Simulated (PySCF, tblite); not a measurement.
Species: C2H11BSi2.
Structure used (PBE0-D3(BJ)/def2-SVP), in Å, numbered top down from 1:
```xyz
16
C2H11BSi2 angstrom
C     -1.506    1.496   -0.156
B     -0.783    0.121   -0.354
C     -1.455   -1.219    0.101
Si     1.099    0.085   -1.108
Si     2.531    0.025    0.759
H     -0.842    2.363   -0.023
H     -2.281    1.490    0.627
H     -2.035    1.667   -1.117
H     -1.109   -1.363    1.145
H     -2.555   -1.169    0.149
H     -1.142   -2.118   -0.450
H      1.467    1.303   -1.903
H      1.409   -1.129   -1.933
H      3.974   -0.010    0.366
H      2.237   -1.191    1.583
H      2.306    1.228    1.621
```

Jobs on this species (16 atoms, 56 electrons) with PySCF (density fitting) and tblite. Hardware of each: an Arm Neoverse N1 with one thread, shared host. Other jobs ran on the host; a repeat could differ by tens of per cent or more.

```
                level and settings                                         work  basis functions  SCF cycles  wall time
PBE0-D3(BJ)/def2-SVP, grid level 1  geometry optimisation from a GFN2-xTB start              133           ?          ?
                          GFN2-xTB                Hessian by finite differences                –           –     0.73 s
                          GFN2-xTB                            L-BFGS relaxation                –           –      1.3 s
```

Question: Fill in the missing figures.

Answer: 
- PBE0-D3(BJ)/def2-SVP, grid level 1; geometry optimisation from a GFN2-xTB start: 91 s, 68 SCF cycles

Question: What do all jobs in the table cost together?

Answer: About 93 s; the longest takes about 98 % of that, and about 120 times as long as the shortest.
